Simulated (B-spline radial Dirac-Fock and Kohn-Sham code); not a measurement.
# X-ray scattering factor of Ba²⁺

System: the Ba²⁺ ion in the configuration [Kr] 4d10 5s2 5p6.

Calculated with a radial B-spline solver, using relativistic Hartree-Fock (Dirac-Fock) wave functions, averaged over the configuration. f₀ is the Fourier transform of the spherical electron density, S the Waller-Hartree incoherent function, and s = sin θ/λ. The electron scattering factor follows from the Mott-Bethe formula f_e = 0.023934 Å⁻¹·(Z − f₀)/s².

```
s (Å⁻¹)      f₀       S  f_e (Å)  tabulated f₀
      0  54.000   0.000        –        54.002
   0.05  53.203   0.831   26.778        53.199
    0.1  51.024   2.897   11.910        51.016
   0.15  47.982   5.407    8.529        47.982
    0.2  44.650   7.904    6.791        44.659
   0.25  41.446  10.274    5.574        41.456
    0.3  38.566  12.467    4.636        38.573
   0.35  36.039  14.419    3.900        36.044
    0.4  33.808  16.117    3.320        33.810
   0.45  31.799  17.612    2.860        31.794
    0.5  29.955  18.977    2.493        29.938
    0.6  26.659  21.515    1.951        26.623
    0.7  23.852  23.908    1.570        23.834
    0.8  21.544  26.157    1.289        21.566
    0.9  19.697  28.234    1.073        19.751
      1  18.222  30.110    0.904        18.278
    1.1  17.007  31.769    0.771        17.038
    1.2  15.954  33.216    0.666        15.945
    1.4  14.069  35.587    0.512        13.996
    1.6  12.304  37.483    0.409        12.239
    1.8  10.659  39.092    0.335        10.661
      2   9.213  40.499    0.280         9.286
    2.5   6.703  43.355    0.189         6.784
      3   5.441  45.492    0.134         5.382
    3.5   4.735  47.126    0.100         4.619
      4   4.178  48.400    0.078         4.124
      5   3.146  50.181    0.051         3.265
      6   2.324  51.264    0.036         2.289
```

Tabulated f₀: the analytical fit of Waasmaier and Kirfel, Acta Cryst. A51, 416 (1995). These are calculations too.

f₀ starts at the number of electrons, 54, and has fallen to half at s ≈ 0.59 Å⁻¹. The sum of ⟨r²⟩ over the electrons is 44.30 bohr². For an ion f_e diverges as s goes to zero, because of the net charge.
